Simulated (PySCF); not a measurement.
Al(F)(OMe)(SiH3) (CH6AlFOSi), SMILES C[O][Al]([F])[SiH3]. Atoms are numbered in the order given.

```xyz
11

Al    -0.3351     0.0230     0.0000
F     -1.9889     0.3388     0.0000
O      0.7597     1.3276     0.0000
C      0.7478     2.7315     0.0000
H      1.2790     3.1238     0.8960
H     -0.2805     3.1595     0.0000
H      1.2790     3.1238    -0.8960
Si     0.5220    -2.2505     0.0000
H      0.0402    -2.9996    -1.2159
H      2.0269    -2.2587     0.0000
H      0.0402    -2.9996     1.2159
```

The structure is a stationary point at PBE-D3(BJ)/def2-SVP. The structure was generated by enumeration; whether it is a known compound was not checked. The values are those of a single conformer.

The numbers are results of PBE-D3(BJ)/def2-SVP in PySCF, not measurements.

Frequencies are harmonic and unscaled.

A small imaginary wavenumber (i) marks a very flat motion, where grid noise or a shallow saddle decides the sign.

Computed harmonic wavenumbers and intensities:
```
mode  ν (cm⁻¹)  IR (km/mol)    moving atoms (share of kinetic energy)
----  --------  -----------  ----------------------------------------
1           1i          0.0                                    H 95 %
2           69          0.0                                    H 96 %
3           79          2.6  C 31 %, H 23 %, F 14 %, Al 13 %, Si 13 %
4          100          0.5           O 36 %, H 25 %, C 18 %, Al 13 %
5          121          9.8   F 43 %, O 14 %, C 13 %, H 13 %, Si 10 %
6          209         43.8           Al 51 %, O 25 %, F 12 %, H 11 %
7          243         24.8                   O 35 %, Si 31 %, F 18 %
8          383         21.4          Si 30 %, Al 27 %, O 20 %, F 16 %
9          449          0.1                   H 81 %, Si 10 %, Al 8 %
10         457          4.4                           H 84 %, Si 12 %
11         690         87.2    Al 44 %, C 19 %, O 17 %, F 11 %, H 8 %
12         818        190.8                            H 83 %, Si 8 %
13         850         53.0                    Al 43 %, F 42 %, H 9 %
14         901         45.3                                    H 96 %
15         901         31.9                                    H 98 %
16        1139         42.5                     H 69 %, C 22 %, O 9 %
17        1144          0.1                            H 76 %, C 19 %
18        1203        330.7                     O 55 %, C 32 %, H 8 %
19        1422          1.9                                    H 97 %
20        1423          2.1                                    H 95 %
21        1430         25.2                             H 89 %, C 9 %
22        2146         44.4                                    H 99 %
23        2157         67.5                                    H 96 %
24        2168         68.0                                    H 96 %
25        2920        113.6                                    H 98 %
26        2999         37.4                            H 90 %, C 10 %
27        3003         34.3                            H 90 %, C 10 %
```
